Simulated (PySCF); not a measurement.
PySCF 2.14 output of an unrestricted r2SCAN calculation on a single atom or ion in x2c-TZVPPall with one added diffuse shell each of s, p, d, f type (12s8p7d4f, 99 functions), with the spin-free X2C one-electron Hamiltonian (Gaussian nucleus):

```
SCF conv_tol = 1e-09
number electrons alpha = 42  beta = 40
    J. W. Furness, A. D. Kaplan, J. Ning, J. P. Perdew, and J. Sun.,  J. Phys. Chem. Lett. 11, 8208-8215 (2020)
    J. W. Furness, A. D. Kaplan, J. Ning, J. P. Perdew, and J. Sun.,  J. Phys. Chem. Lett. 11, 9248-9248 (2020)
    J. W. Furness, A. D. Kaplan, J. Ning, J. P. Perdew, and J. Sun.,  J. Phys. Chem. Lett. 11, 8208-8215 (2020)
    J. W. Furness, A. D. Kaplan, J. Ning, J. P. Perdew, and J. Sun.,  J. Phys. Chem. Lett. 11, 9248-9248 (2020)
cycle= 1 E= -21535.0080482903  delta_E= -0.0206  |g|= 0.0843  |ddm|= 0.503
cycle= 2 E= -21535.0082129085  delta_E= -0.000165  |g|= 0.0498  |ddm|= 0.076
cycle= 3 E= -21535.0084224279  delta_E= -0.00021  |g|= 0.00943  |ddm|= 0.0409
cycle= 4 E= -21535.0084368196  delta_E= -1.44e-05  |g|= 0.000336  |ddm|= 0.0105
cycle= 5 E= -21535.0084368645  delta_E= -4.49e-08  |g|= 3.78e-05  |ddm|= 0.000575
cycle= 6 E= -21535.0084368651  delta_E= -6.66e-10  |g|= 3e-06  |ddm|= 8.36e-05
converged SCF energy = -21535.0084368651  <S^2> = 2.0038904  2S+1 = 3.0025925
```

The run itself started from symmetry-adapted Hartree-Fock orbitals and held the occupation by maximum overlap, on a logarithmic radial grid, so the iterations belong to that start.

**Question.** Which element, charge and spin multiplicity is this?

**Answer.** Bi⁺ (bismuth, charge +1), multiplicity 3; the state was [Xe] 4f14 5d10 6s2 6p2, high-spin 3P determinant.

Spin-orbit coupling is strong in this species (close to jj coupling), so the high-spin LS determinant is a model state, not a physical level.
